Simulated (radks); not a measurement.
Question: The mean radii <r> (bohr) of the occupied orbitals of an atom or ion are listed with their occupations. Calculated with a radial shooting solver on a logarithmic mesh with Libxc functionals: scalar-relativistic Kohn-Sham, exchange-only LDA, spin-unpolarised, spherical densities, finite nucleus; Fermi nuclear charge, rms radius of each element as measured or else 0.836 A^(1/3) + 0.57 fm.

| orbital | occ. | <r> |
|---|---|---|
| 1s | 2 | 0.01581 |
| 2s | 2 | 0.06653 |
| 2p | 6 | 0.06056 |
| 3s | 2 | 0.1718 |
| 3p | 6 | 0.1738 |
| 3d | 10 | 0.1575 |
| 4s | 2 | 0.3774 |
| 4p | 6 | 0.4029 |
| 4d | 10 | 0.4228 |
| 5s | 2 | 0.8305 |
| 4f | 14 | 0.4412 |
| 5p | 6 | 0.9480 |
| 5d | 10 | 1.238 |
| 6s | 2 | 2.177 |
| 6p | 3 | 3.113 |

Name the element and its charge.

Answer: Z = 83, bismuth, charge 0: Bi in [Hg] 6p3. The 1s radius gives Z: for a bare nucleus <r> = (2 gamma + 1)/(2Z) with gamma = sqrt(1 - (Z/c)^2), 0.01561 bohr for Z = 83, and screening makes it slightly larger (0.01581 here). The occupations add up to 83, and the charge is Z minus that.
